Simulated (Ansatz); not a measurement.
Born–Oppenheimer molecular dynamics of C₂H₇BOS (12 atoms, charge 0, multiplicity 1). It starts from a relaxed structure.

Computed with RKS B3LYP/STO-3G (Ansatz 0.2.0).

```
ensemble        : NVT, Langevin thermostat
time step       : 0.5 fs
steps asked     : 437
set temperature : 300 K
friction        : 0.005 /fs
seed            : 456759
```

Frames 1 fs apart, positions in Å, forces in eV/Å.

Velocities at 5.0 fs (Å/ps):

```
B -0.94 -1.49 -2.56
O 1.99 -1.28 -0.06
C -0.74 3.87 -0.42
C -2.02 0.77 2.69
S 1.27 -1.09 0.38
H -17.16 13.90 3.32
H 21.63 -8.34 -3.56
H -2.53 -15.15 -2.24
H -1.13 0.27 -2.82
H 1.41 -0.33 0.43
H -23.33 13.55 -19.02
H -20.66 -2.36 0.54
```

```xyz
12
Properties=species:S:1:pos:R:3:forces:R:3 time_fs=5.0 energy_less_start_eV=0.191 T=116
B -0.848 1.354 1.576 -1.02 1.02 -0.86
O -0.129 0.228 1.411 -0.20 0.15 0.72
C -0.306 -0.504 0.154 0.39 -0.95 -0.48
C 1.027 -0.504 -0.620 1.88 0.45 -0.96
S 1.022 -1.540 -2.151 -0.12 0.20 0.41
H -0.843 2.019 2.551 0.54 -0.59 0.12
H -1.546 1.755 0.691 0.25 -0.28 0.33
H -0.504 -1.576 0.389 -0.47 0.24 0.25
H -1.101 -0.107 -0.516 -0.16 0.09 0.43
H 1.350 0.532 -0.861 -0.50 -0.03 -0.11
H 1.879 -0.869 -0.011 -0.54 -0.32 0.22
H 0.053 -0.798 -2.754 -0.04 0.02 -0.07
12
Properties=species:S:1:pos:R:3:forces:R:3 time_fs=6.0 energy_less_start_eV=0.230 T=83
B -0.850 1.353 1.573 -0.72 1.03 -0.37
O -0.127 0.227 1.411 -0.26 0.18 0.77
C -0.307 -0.501 0.154 0.27 -1.56 -0.38
C 1.026 -0.502 -0.618 1.01 0.80 -1.71
S 1.023 -1.541 -2.150 -0.47 0.49 0.25
H -0.857 2.029 2.552 0.55 -0.77 -0.09
H -1.524 1.746 0.688 -0.05 -0.12 0.02
H -0.507 -1.589 0.387 -0.36 0.80 0.14
H -1.103 -0.106 -0.517 -0.15 0.11 0.45
H 1.350 0.530 -0.862 -0.52 0.03 -0.13
H 1.855 -0.857 -0.027 0.40 -0.76 0.93
H 0.033 -0.800 -2.753 0.29 -0.24 0.12
12
Properties=species:S:1:pos:R:3:forces:R:3 time_fs=7.0 energy_less_start_eV=0.269 T=63
B -0.852 1.352 1.569 -0.31 0.87 0.14
O -0.125 0.226 1.413 -0.34 0.22 0.76
C -0.307 -0.499 0.152 0.21 -1.82 -0.28
C 1.026 -0.500 -0.618 0.31 0.92 -2.14
S 1.024 -1.542 -2.149 -0.74 0.69 0.11
H -0.864 2.030 2.553 0.53 -0.85 -0.23
H -1.502 1.737 0.685 -0.38 0.09 -0.35
H -0.510 -1.596 0.386 -0.29 1.09 0.08
H -1.107 -0.102 -0.514 -0.12 0.10 0.43
H 1.346 0.529 -0.865 -0.46 0.13 -0.14
H 1.837 -0.853 -0.032 1.04 -1.01 1.37
H 0.014 -0.803 -2.751 0.56 -0.43 0.27
12
Properties=species:S:1:pos:R:3:forces:R:3 time_fs=8.0 energy_less_start_eV=0.251 T=80
B -0.855 1.353 1.564 0.07 0.60 0.49
O -0.123 0.225 1.415 -0.42 0.24 0.68
C -0.308 -0.499 0.150 0.22 -1.66 -0.20
C 1.027 -0.497 -0.620 0.17 0.73 -2.04
S 1.025 -1.542 -2.148 -0.88 0.76 0.00
H -0.866 2.024 2.553 0.48 -0.82 -0.28
H -1.485 1.727 0.678 -0.65 0.28 -0.64
H -0.517 -1.592 0.386 -0.26 1.00 0.07
H -1.109 -0.097 -0.509 -0.11 0.09 0.39
H 1.338 0.532 -0.872 -0.36 0.18 -0.10
H 1.830 -0.858 -0.024 1.03 -0.90 1.28
H -0.002 -0.811 -2.748 0.71 -0.52 0.35
12
Properties=species:S:1:pos:R:3:forces:R:3 time_fs=9.0 energy_less_start_eV=0.180 T=123
B -0.859 1.354 1.560 0.32 0.26 0.44
O -0.122 0.225 1.418 -0.52 0.27 0.55
C -0.308 -0.501 0.148 0.21 -1.20 -0.13
C 1.028 -0.493 -0.623 0.55 0.21 -1.44
S 1.026 -1.541 -2.147 -0.87 0.71 -0.04
H -0.862 2.010 2.551 0.39 -0.64 -0.19
H -1.474 1.718 0.663 -0.73 0.38 -0.65
H -0.529 -1.581 0.388 -0.23 0.67 0.09
H -1.113 -0.091 -0.502 -0.07 0.07 0.35
H 1.328 0.535 -0.878 -0.22 0.23 -0.04
H 1.833 -0.873 -0.006 0.44 -0.46 0.70
H -0.011 -0.824 -2.746 0.73 -0.50 0.37
12
Properties=species:S:1:pos:R:3:forces:R:3 time_fs=10.0 energy_less_start_eV=0.121 T=152
B -0.862 1.357 1.555 0.43 -0.16 0.02
O -0.120 0.226 1.421 -0.62 0.32 0.37
C -0.309 -0.503 0.145 0.27 -0.49 -0.04
C 1.029 -0.489 -0.627 1.03 -0.49 -0.63
S 1.026 -1.541 -2.146 -0.69 0.54 -0.02
H -0.854 1.991 2.545 0.30 -0.33 0.08
H -1.472 1.712 0.644 -0.65 0.39 -0.44
H -0.542 -1.563 0.390 -0.24 0.10 0.14
H -1.118 -0.085 -0.492 -0.04 0.07 0.28
H 1.315 0.538 -0.886 -0.06 0.33 0.01
H 1.840 -0.891 0.017 -0.31 0.10 -0.04
H -0.014 -0.838 -2.739 0.58 -0.38 0.28
12
Properties=species:S:1:pos:R:3:forces:R:3 time_fs=11.0 energy_less_start_eV=0.113 T=149
B -0.865 1.359 1.551 0.41 -0.50 -0.53
O -0.119 0.226 1.425 -0.71 0.35 0.16
C -0.310 -0.506 0.142 0.39 0.22 0.10
C 1.032 -0.486 -0.631 1.30 -1.03 0.07
S 1.026 -1.540 -2.145 -0.39 0.29 0.06
H -0.846 1.968 2.542 0.21 -0.02 0.33
H -1.477 1.706 0.623 -0.44 0.34 -0.06
H -0.557 -1.545 0.396 -0.26 -0.48 0.19
H -1.123 -0.077 -0.479 -0.05 0.07 0.15
H 1.302 0.543 -0.893 0.08 0.37 0.07
H 1.846 -0.909 0.039 -0.86 0.57 -0.66
H -0.013 -0.855 -2.729 0.30 -0.18 0.13
12
Properties=species:S:1:pos:R:3:forces:R:3 time_fs=12.0 energy_less_start_eV=0.129 T=139
B -0.867 1.361 1.546 0.33 -0.72 -0.99
O -0.118 0.226 1.428 -0.78 0.40 -0.06
C -0.310 -0.508 0.139 0.45 0.59 0.33
C 1.035 -0.484 -0.636 1.26 -1.12 0.43
S 1.026 -1.539 -2.144 0.03 -0.03 0.18
H -0.836 1.946 2.543 0.13 0.22 0.48
H -1.487 1.703 0.602 -0.18 0.25 0.37
H -0.573 -1.534 0.404 -0.22 -0.76 0.16
H -1.130 -0.069 -0.462 -0.04 0.07 -0.01
H 1.292 0.552 -0.900 0.14 0.20 0.16
H 1.844 -0.919 0.053 -1.04 0.82 -0.97
H -0.009 -0.872 -2.718 -0.08 0.08 -0.08
12
Properties=species:S:1:pos:R:3:forces:R:3 time_fs=13.0 energy_less_start_eV=0.144 T=138
B -0.869 1.362 1.541 0.25 -0.77 -1.15
O -0.117 0.226 1.431 -0.81 0.40 -0.31
C -0.310 -0.511 0.136 0.38 0.61 0.62
C 1.039 -0.483 -0.640 0.88 -0.90 0.49
S 1.027 -1.538 -2.143 0.48 -0.36 0.31
H -0.823 1.926 2.550 0.03 0.33 0.42
H -1.499 1.701 0.585 0.05 0.17 0.74
H -0.593 -1.530 0.414 -0.07 -0.69 0.05
H -1.137 -0.062 -0.445 -0.02 0.08 -0.16
H 1.280 0.565 -0.905 0.17 -0.09 0.25
H 1.834 -0.921 0.059 -0.88 0.86 -0.99
H -0.005 -0.889 -2.707 -0.48 0.35 -0.28
12
Properties=species:S:1:pos:R:3:forces:R:3 time_fs=14.0 energy_less_start_eV=0.156 T=128
B -0.871 1.361 1.535 0.21 -0.70 -0.98
O -0.116 0.226 1.435 -0.80 0.30 -0.60
C -0.309 -0.513 0.133 0.25 0.39 0.94
C 1.044 -0.482 -0.644 0.23 -0.50 0.33
S 1.027 -1.537 -2.142 0.83 -0.59 0.39
H -0.810 1.906 2.558 -0.06 0.38 0.24
H -1.512 1.699 0.576 0.19 0.14 0.92
H -0.614 -1.533 0.426 0.15 -0.39 -0.11
H -1.143 -0.059 -0.431 0.01 0.09 -0.27
H 1.273 0.576 -0.908 0.19 -0.36 0.33
H 1.817 -0.917 0.057 -0.42 0.72 -0.75
H -0.005 -0.904 -2.697 -0.78 0.53 -0.42
12
Properties=species:S:1:pos:R:3:forces:R:3 time_fs=15.0 energy_less_start_eV=0.172 T=127
B -0.872 1.359 1.528 0.23 -0.51 -0.40
O -0.116 0.227 1.438 -0.74 0.13 -0.89
C -0.309 -0.515 0.131 0.09 0.07 1.23
C 1.050 -0.481 -0.647 -0.64 -0.01 -0.07
S 1.028 -1.536 -2.141 0.95 -0.67 0.35
H -0.800 1.889 2.570 -0.14 0.34 -0.08
H -1.522 1.697 0.578 0.20 0.15 0.86
H -0.634 -1.539 0.438 0.40 0.03 -0.32
H -1.149 -0.054 -0.420 0.06 0.07 -0.35
H 1.268 0.587 -0.909 0.19 -0.59 0.37
H 1.797 -0.909 0.046 0.25 0.41 -0.25
H -0.010 -0.914 -2.691 -0.86 0.58 -0.45
12
Properties=species:S:1:pos:R:3:forces:R:3 time_fs=16.0 energy_less_start_eV=0.203 T=102
B -0.873 1.356 1.520 0.37 -0.32 0.50
O -0.116 0.228 1.441 -0.67 -0.04 -1.15
C -0.309 -0.518 0.129 -0.12 -0.17 1.41
C 1.055 -0.480 -0.651 -1.52 0.32 -0.49
S 1.029 -1.536 -2.140 0.78 -0.57 0.18
H -0.794 1.876 2.583 -0.20 0.23 -0.50
H -1.530 1.695 0.590 0.07 0.22 0.56
H -0.652 -1.546 0.448 0.62 0.40 -0.49
H -1.154 -0.051 -0.414 0.18 0.02 -0.36
H 1.265 0.590 -0.907 0.22 -0.60 0.34
H 1.781 -0.899 0.034 0.95 0.05 0.34
H -0.022 -0.920 -2.689 -0.66 0.46 -0.34
```

Of the whole run (218 fs, mean temperature of the second half 200 K): The mean temperature of the second half is 33 % below the set value. A run of 0.22 ps of so small a system gives no equilibrium averages. Limits of this set-up: minimal basis.

Time of the run: 20 min on 1 CPU thread of a shared host.
